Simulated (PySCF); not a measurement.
Consider (Be2Cl2H4N2). Coordinates in Å; atoms count from 1 in this order:
```
Be    1.0575   -0.3190    0.3067
Cl    2.8092   -0.7977    0.8120
N    -0.0730    0.7524    1.0047
Be   -1.0301    0.3607   -0.3515
Cl   -2.6871    1.0205   -0.9655
N     0.0548   -0.7936   -0.9886
H     0.2045    1.7374    1.1332
H    -0.4466    0.4695    1.9245
H    -0.2633   -1.7756   -0.9719
H     0.3989   -0.6523   -1.9505
```

Level of theory: BP86-D3(BJ)/ma-def2-SVP single points in PySCF, grid level 2; every species was optimised with BP86-D3(BJ)/ma-def2-SVP. Thermal corrections: GFN2-xTB frequencies, unscaled, ideal gas at 298.15 K and 1 bar, quasi-RRHO entropy. These were taken at the GFN2-xTB minima.

(1) What are the vertical and the adiabatic electron affinity for forming the radical anion?

(2) What reduction potential follows in acetonitrile (IEF-PCM), on the absolute scale?

Results:

(1) 0.23 eV vertical and 0.30 eV adiabatic, the latter with zero-point energy.

(2) In the gas phase −ΔG of reduction is 0.330 eV, and solvation is -67.7 kJ/mol for the parent and -151.4 kJ/mol for the product, so the absolute potential is 1.20 V. The solvent is electrostatics only, on gas-phase structures; the absolute scale refers to an electron at rest in vacuum.

Caveats: thermal terms of [Be2Cl2H4N2]-• come from a GFN2-xTB structure of other bonding; ma-def2-SVP is a small basis, whose errors can reach tens of kJ/mol; spin-orbit coupling is left out of the energies, which matters for open shells on the heavier atoms.
